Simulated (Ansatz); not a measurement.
Consider the substitution at a C–N bond: `CN([SiH3])[SiH3]` + `CO[Si](N)(F)F` → `CN[Si](F)(F)OC` + `[SiH3]N[SiH3]`.

Program: Ansatz. Geometries: PBE0-D4/def2-TZVP. ΔE: electronic, gas phase. CCSD(T)/CBS is the MP2 limit (def2-TZVPP, def2-QZVPP) plus CCSD(T) − MP2 in def2-TZVPP, frozen cores. This one scheme is used for every species. DFT in def2-TZVPP. B3LYP here is the variant with VWN-RPA as its local correlation; programs differ in this. One conformer a species, not always the lowest.

```tsv
level	ΔE (kJ/mol)
PBE-D4	0.3
ωB97X-V	-1.6
B2PLYP	-2.3
PBE	-2.0
r2SCAN	-0.7
B3LYP	-5.1
HF/def2-QZVPP	-8.3
HF/CBS(def2)	-8.3
```

Problem. What does CCSD(T)/CBS give? (An estimate is asked.)

Solution. The calculation gave: 0.0 kJ/mol. The listed levels differ from it by 0.3, -1.6, -2.3, -2.0, -0.7, -5.1, -8.3, -8.3 kJ/mol.

Largest T1 diagnostic among the species: 0.011.

The D4 term adds +3.8 kJ/mol with B3LYP and +2.0 kJ/mol with PBE0; it sums over pairs of atoms, weighted by their polarisabilities, and B3LYP, whose exchange is more repulsive, gets the larger term. In def2-TZVPP, CCSD(T) changes the Hartree–Fock value by +8.6 kJ/mol (the triples alone add +1.5 kJ/mol) and MP2 by +10.7 kJ/mol.
